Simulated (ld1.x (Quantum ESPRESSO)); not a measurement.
## Before and after: ultrasoft potential for aluminium (Al)

ld1.x (Quantum ESPRESSO) 7.5 input, shortened:

```
&input
   title='Al', zed=13., rel=0, dft='PZ', iswitch=3,
   config='[Ne] 3s2 3p1'
 /
 &inputp
   pseudotype=3, tm=.true., lloc=-1, rcloc=1.60,
   nlcc=.false.,
   which_augfun='PSQ', rmatch_augfun_nc=.true.
 /
4
3S  1  0   2.00   0.00  1.50  1.70  0.0
3S  1  0   0.00   0.25  1.50  1.70  0.0
3P  2  1   1.00   0.00  1.35  1.85  0.0
3P  2  1   0.00   0.20  1.35  1.85  0.0
 &test
   configts(1)='3s2 3p1'
 /
```

All-electron outer shells of the reference configuration (LDA (PZ), non-relativistic, ld1.x):

| shell | level (eV) | outermost node (bohr) | outermost maximum (bohr) |
| --- | --- | --- | --- |
| 3s | -7.81 | 0.80 | 2.06 |
| 3p | -2.80 | 0.82 | 2.64 |

Change: waves 3s (bound): rcut 1.50, rcutus 2.54 bohr; 3s channel at 0.25 Ry: rcut 1.50, rcutus 2.54 bohr.

Cutoffs: the cutoffs (Ry, on a coarse ladder) from which the occupation-weighted sum of valence levels, in a spherical-Bessel basis at the reference potential, stays within 10 and 1 mRy of its value at 400 Ry; they do not see the model core or the augmentation charge, which bear on the density cutoff. Errors are all-electron minus pseudo energies relative to the spin-unpolarised reference configuration.

**Question.** What does the change do?

**Answer.** The potential gets softer (10 Ry and 15 Ry → 6 Ry and 6 Ry); of the 9 tests that both files solve, the error grows in 3 and shrinks in 0 by more than 15 % and 0.3 meV (median size 8.2 → 10.5 meV); neither file shows a bound ghost. A larger radius leaves more room for a smooth pseudo-wave, so fewer plane waves are needed. More of the atom is replaced by a form fitted at one configuration, so other configurations suffer.

```tsv
quantity	base	changed
cutoff, loose	10 Ry	6 Ry
cutoff, tight	15 Ry	6 Ry
loose cutoff by channel (10 mRy a level)	s 8 Ry, p 6 Ry	s 6 Ry, p 6 Ry
bound ghosts	none	none
error for 3s2 3p0, meV [ΔE 5.86 eV]	+2.5	+3.5
error for 3s1 3p0, meV [ΔE 25.20 eV]	+72	+74
error for 3s2 3p0.5, meV [ΔE 2.13 eV]	+0.3	+0.4
error for 3s1 3p2, meV [ΔE 5.12 eV]	+8.0	+10
error for 3s2 3p1.3, meV [ΔE -0.60 eV]	0.0	0.0
error for 3s1 3p1, meV [ΔE 11.64 eV]	+17	+18
error for 3s0 3p3, meV [ΔE 10.44 eV]	+36	+48
error for 3s2 3p1 (spin-polarised), meV [ΔE -0.14 eV]	+8.2	+8.7
error for 3s1 3p0 (spin-polarised), meV [ΔE 24.77 eV]	+215	+211
lowest overlap eigenvalue by channel	s 0.55, p 0.79	s 0.38, p 0.79
```
